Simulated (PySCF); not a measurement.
# Working out the ionisation energy of Sc

Sc [Ar] 3d1 4s2 (2D) → Sc⁺ [Ar] 3d1 4s1 (3D). Calculation: PySCF 2.14, in def2-QZVPPD (11s6p5d3f2g, 93 functions); no relativity, point nucleus. Frozen: [Ne]. Energies in hartree (1 hartree = 27.21139 eV):

| part | Sc (lower) | Sc⁺ (upper) |
| --- | --- | --- |
| UHF | -759.740132 | -759.543143 |
| MP2 opposite-spin | -0.202511 | -0.171790 |
| MP2 same-spin | -0.072444 | -0.067620 |

Question: What does Hartree-Fock give?

Answer: (-759.543143) − (-759.740132) = 0.196989 hartree = 5.360 eV.

Question: What do MP2 and SCS-MP2 (6/5 opposite-spin, 1/3 same-spin) give?

Answer: The opposite-spin parts differ by 0.836 eV and the same-spin parts by 0.131 eV. MP2: 5.360 + (0.836) + (0.131) = 6.327 eV. SCS-MP2: 5.360 + 1.2 × (0.836) + (0.131)/3 = 6.407 eV.

Measured between the centres of the two terms (NIST): 6.562 eV, so MP2 (valence and next inner shell) is off by -0.235 eV.

The calculation is non-relativistic.

What remains against the reference includes basis incompleteness, the frozen core and correlation beyond second order.
